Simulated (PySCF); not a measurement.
## Levels of Tl⁵⁰⁺ from EOM-EA-GCCSD

Reference: closed-shell Tl⁵¹⁺, [Ar] 3d10 4s2; one electron is added. Calculated with PySCF 2.14, two-component X2C-1e with screened spin-orbit coupling, an even-tempered Gaussian basis (18 s from 3.3 bohr⁻², ratio 2.6; 15 p from 4.3 bohr⁻², ratio 2.6; 10 d from 4.3 bohr⁻², ratio 2.6; 6 f from 4.4 bohr⁻², ratio 2.8); frozen [Ar]; the 92 highest virtual spinors dropped; of the others 68 kept and the rest restored at second order. No Breit or QED terms. Binding energies in eV.

```tsv
level	Koopmans	second order	EOM-CCSD
4p1/2	2924.9	2926.4	2926.2
4p3/2	2764.4	2766.4	2766.4
```

For comparison, the ionisation energy of Tl⁵⁰⁺ is 2925 ± 4 eV (theoretical estimate listed by NIST; NIST Atomic Spectra Database, ionization energies).
